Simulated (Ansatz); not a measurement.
`CC[NH][AlH2]` + H₂O → `OC[NH][AlH2]` + CH₄ at 400 K and 1 bar (formal hydrolysis of a C–C bond).

Isolated molecules relaxed with PBE0-D4/def2-TZVP in Ansatz; ΔE leaves out vibrations. CBS: MP2 limit from def2 TZ/QZ plus the TZ coupled-cluster correction, frozen cores. This one scheme is used for every species. One conformer a species, not always the lowest.

```csv
species,CCSD(T)/CBS energy (Eh),H − E (kJ/mol),S (J/(mol·K))
`CC[NH][AlH2]`,-377.65408,283.5,356.8
H₂O,-76.37941,69.8,198.6
`OC[NH][AlH2]`,-413.56404,221.7,347.1
CH₄,-40.46206,131.3,197.2
```

H − E and S are ideal-gas, rigid-rotor, harmonic terms from PBE0-D4/def2-TZVP, for one conformer and one mirror image of each species. 1 Eh = 2625.50 kJ/mol, R = 8.31446 J/(mol·K).

By hand: ΔE, ΔH, ΔS and ΔG.

ΔE = (-413.56404) + (-40.46206) − (-377.65408) − (-76.37941) = 0.00739 Eh = 19.4 kJ/mol. Δ(H − E) = 221.7 + 131.3 − 283.5 − 69.8 = -0.3, so ΔH = 19.1 kJ/mol. ΔS = 347.1 + 197.2 − 356.8 − 198.6 = -11.1 J/(mol·K). ΔG = 19.1 − 400 × (-11.1)/1000 = 23.5 kJ/mol.

By hand: the equilibrium constant, and the temperature at which ΔG would vanish if ΔH and ΔS stayed fixed.

log₁₀ K = −ΔG/(RT ln 10) = -3.1. ΔH and −TΔS have one sign here, so there is no such temperature.

The number of gas molecules stays the same, so ΔS is small and ΔH decides. A doubt of 5 kJ/mol in ΔE shifts log₁₀ K by 0.7 here. Other conformers and mirror images would add mixing entropy, several J/(mol·K) or more a flexible species. These are equilibria of isolated gas molecules and say nothing of rates. Largest T1 diagnostic: 0.012 (customary marks: 0.02 for closed shells, 0.045 for open ones).

ΔS is within the doubt of such terms, so its sign, and with it that verdict, could turn.
